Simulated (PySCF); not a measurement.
# Static response to an electric field

Compound: C6H7FSSi.
Geometry (GFN2-xTB, Å), atoms numbered from 1 in this order:
```
atom  x, y, z in Å
C1     3.6430   -0.1338    0.1956
C2     2.4656    0.0245    0.0155
C3     1.0747    0.1771   -0.1605
C4     0.6394    1.1567   -0.9688
S5    -0.9959    1.6236   -1.3452
C6    -2.0346    0.7285   -0.1324
F7    -1.8457    1.2872    1.1092
C8    -1.7566   -0.7528   -0.0755
Si9   -0.0502   -1.0445    0.7302
H10    4.6737   -0.2612    0.3421
H11    1.3308    1.7995   -1.4982
H12   -3.0615    0.9742   -0.4308
H13   -2.5466   -1.2334    0.5013
H14   -1.8016   -1.1521   -1.0874
H15    0.3694   -2.4152    0.4303
H16   -0.1117   -0.7693    2.1655
```

Level: CAM-B3LYP/def2-SVPD (PySCF), static field, nuclei fixed, core orbitals frozen in the response. The polarisability tensor in these axes (au):

```
x   153.29 -14.08  11.62
y   -14.08 103.08 -17.82
z    11.62 -17.82  95.12
```

**Question.** What are the eigenvalues, a third of the trace, and Δα (Δα² = ½Σ(αi − αj)² over the three pairs)?

**Answer.** Principal values 80.84, 109.72 and 160.94 au; mean 117.17 au = 17.36 Å³ = 19.32 × 10⁻⁴⁰ C²·m²/J; Δα = 70.26 au (60 % of the mean).

**Question.** What is the dipole moment, and where does it point?

**Answer.** (-1.03, -1.28, -0.82) D, 1.84 D in size, pointing from the negative to the positive side. Measured along this direction, the outermost atoms are H10 at the negative end and H14 at the positive end.

**Question.** Find the Langevin capture rate constant for NH4+ (18.034 u) meeting this molecule (158.002 u), k = 2.342 × 10⁻⁹ cm³/s × √(α in Å³ / reduced mass in u).

**Answer.** The reduced mass is 16.19 u, so k = 2.43 × 10⁻⁹ cm³/s. The formula leaves out the permanent dipole, which adds to the capture rate.

**Question.** Refractivity n − 1 of an ideal gas of it at 273.15 K and 1 atm, from the electronic α?

**Answer.** N = p/kT = 2.6868 × 10¹⁹ cm⁻³, so n − 1 = 2π × N × 17.36 × 10⁻²⁴ cm³ = 2931 × 10⁻⁶ at long wavelengths.

**Question.** Traceless (Buckingham) quadrupole moment about the centre of nuclear charge: eigenvalues?

**Answer.** -9.84, -1.85, 11.69 D·Å. The values depend on the origin, since the dipole doesn't vanish. The electronic extent ⟨r²⟩ about the same centre is 1616 bohr², a root-mean-square distance of 2.35 Å for the 82 electrons.

**Question.** Along which axes do the principal values lie, and how far do the nuclei extend along each?

**Answer.** Largest value along (0.92, -0.30, 0.24), where the nuclei span 7.69 Å; middle along (0.39, 0.72, -0.57), 4.84 Å; least along (0.00, 0.62, 0.78), 3.24 Å. The response follows the extents in order.

The structure is a single GFN2-xTB conformer in the gas phase; no vibrational or solvent corrections.
